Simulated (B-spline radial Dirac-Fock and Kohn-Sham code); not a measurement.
## Elastic scattering of 29.9 keV electrons by neutral potassium

These are calculated numbers from an atomic code on a B-spline grid; the model is relativistic (Dirac) partial waves in the static field of the Dirac-Fock atom with Furness-McCarthy exchange, without polarisation or absorption potentials.

| θ (°) | dσ/dΩ (a₀²/sr) | Sherman function |
| --- | --- | --- |
| 0 | 312 | 0.000 |
| 0.5 | 190 | 0.000 |
| 1 | 80.7 | 0.000 |
| 2 | 24.8 | 0.000 |
| 4 | 4.16 | 0.000 |
| 8 | 0.430 | 0.000 |
| 12 | 0.114 | 0.000 |
| 16 | 0.0415 | 0.000 |
| 24 | 0.00939 | -0.001 |
| 32 | 0.00323 | -0.002 |
| 45 | 0.000925 | -0.006 |
| 60 | 0.000329 | -0.013 |
| 75 | 0.000151 | -0.021 |
| 90 | 8.31e-05 | -0.028 |
| 105 | 5.20e-05 | -0.033 |
| 120 | 3.62e-05 | -0.034 |
| 135 | 2.76e-05 | -0.031 |
| 150 | 2.28e-05 | -0.023 |
| 165 | 2.04e-05 | -0.013 |
| 180 | 1.97e-05 | 0.000 |

The total elastic cross section is 0.477 a₀², the first transport cross section 0.00282 a₀² and the second, weighted with (3/2) sin²θ, 0.00696 a₀². The mean deflection is ⟨1 − cos θ⟩ = 0.00592, and 0.054 % of the collisions scatter beyond 90°.

Phase shifts modulo π (rad) for κ = −1 to −5: 1.515, 1.103, 0.896, 0.763, 0.667.
